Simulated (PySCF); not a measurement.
A calculated (B3LYP, PySCF 2.14, cc-pVDZ-X2C, the spin-free X2C one-electron Hamiltonian (Gaussian nucleus)) atom or ion has these occupied shells.

| shell | electrons | orbital energy (eV) | rms radius, mean of both spins (bohr) |
| --- | --- | --- | --- |
| 1s α | 1 | -48371.0 | 0.0254 |
| 1s β | 1 | -48371.0 | 0.0254 |
| 2s α | 1 | -7988.4 | 0.103 |
| 2s β | 1 | -7988.3 | 0.103 |
| 2p α | 3 | -7131.6 | 0.0923 |
| 2p β | 3 | -7131.5 | 0.0923 |
| 3s α | 1 | -1789.1 | 0.266 |
| 3s β | 1 | -1786.7 | 0.266 |
| 3p α | 3 | -1520.2 | 0.266 |
| 3p β | 3 | -1517.7 | 0.266 |
| 3d α | 5 | -1154.3 | 0.245 |
| 3d β | 5 | -1152.1 | 0.245 |
| 4s α | 1 | -381.60 | 0.601 |
| 4s β | 1 | -375.52 | 0.601 |
| 4p α | 3 | -292.22 | 0.638 |
| 4p β | 3 | -285.96 | 0.638 |
| 4d α | 5 | -165.84 | 0.703 |
| 4d β | 5 | -158.97 | 0.703 |
| 5s α | 1 | -68.961 | 1.44 |
| 5s β | 1 | -66.216 | 1.44 |
| 5p α | 3 | -45.999 | 1.67 |
| 5p β | 3 | -43.927 | 1.67 |
| 4f α | 6 | -29.835 | 0.973 |
| 6p α | 1 | -13.229 | 4.25 |

Problem. Name the element and its charge.

Solution. Eu²⁺ (europium, charge +2), in [Xe] 4f6 6p1, one real determinant (an excited configuration).
